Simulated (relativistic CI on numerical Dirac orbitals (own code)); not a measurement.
## Slater and spin-orbit integrals, Se6+

Computed by Dirac-Coulomb-Breit CI, orbitals from a KLI potential per configuration, model QED, unscaled Slater integrals (own radial code, finite nucleus).

Slater integrals F^k, G^k are unscaled and averaged over j, outside the closed core [Ne] 3s2; ζ comes from projecting the Hamiltonian with its Breit term on Σ l·s of the shell.

- 3p⁶3d⁹4s: ζ(3d) = 2762.1, G^2(3d,4s) = 16320 cm⁻¹; <r>(3d) = 0.5952, <r^2>(3d) = 0.4325, <r>(4s) = 1.463, <r^2>(4s) = 2.407 (bohr units).
- 3p⁶3d⁹4p: ζ(3d) = 2771.4, F^2(3d,4p) = 38511, G^1(3d,4p) = 13363, G^3(3d,4p) = 12651, ζ(4p) = 4440.6 cm⁻¹; <r>(3d) = 0.5945, <r^2>(3d) = 0.4313, <r>(4p) = 1.607, <r^2>(4p) = 2.914 (bohr units).
- 3p⁶3d⁹4d: ζ(3d) = 2769.7, F^2(3d,4d) = 27501, F^4(3d,4d) = 12459, G^0(3d,4d) = 10157, G^2(3d,4d) = 11082, G^4(3d,4d) = 8248.3, ζ(4d) = 339.97 cm⁻¹; <r>(3d) = 0.5933, <r^2>(3d) = 0.4291, <r>(4d) = 1.955, <r^2>(4d) = 4.341 (bohr units).

In this model ζ of a weakly bound d, f or g electron outside closed shells comes out too small, for d by up to a factor of two or three and at times with the wrong sign; that of an outer p electron is too small as well.

Averages of the first 10 configurations, taken without configuration mixing, which lowers the lowest level and can move excited configurations by several eV; other configurations of the list can lie among them:

```json
{"Configuration": "3p⁶3d¹⁰", "Parity": "even", "States": "1", "Average energy above the lowest level (eV)": "0.1"}
{"Configuration": "3p⁶3d⁹4s", "Parity": "even", "States": "20", "Average energy above the lowest level (eV)": "54.2"}
{"Configuration": "3p⁶3d⁹4p", "Parity": "odd", "States": "60", "Average energy above the lowest level (eV)": "69.8"}
{"Configuration": "3p⁶3d⁹4d", "Parity": "even", "States": "100", "Average energy above the lowest level (eV)": "92.8"}
{"Configuration": "3p⁶3d⁹5s", "Parity": "even", "States": "20", "Average energy above the lowest level (eV)": "102.7"}
{"Configuration": "3p⁶3d⁹5p", "Parity": "odd", "States": "60", "Average energy above the lowest level (eV)": "108.8"}
{"Configuration": "3p⁶3d⁹4f", "Parity": "odd", "States": "140", "Average energy above the lowest level (eV)": "111.2"}
{"Configuration": "3p⁶3d⁸4s²", "Parity": "even", "States": "45", "Average energy above the lowest level (eV)": "118.6"}
{"Configuration": "3p⁶3d⁹5d", "Parity": "even", "States": "100", "Average energy above the lowest level (eV)": "118.2"}
{"Configuration": "3p⁶3d⁹5f", "Parity": "odd", "States": "140", "Average energy above the lowest level (eV)": "126.4"}
```
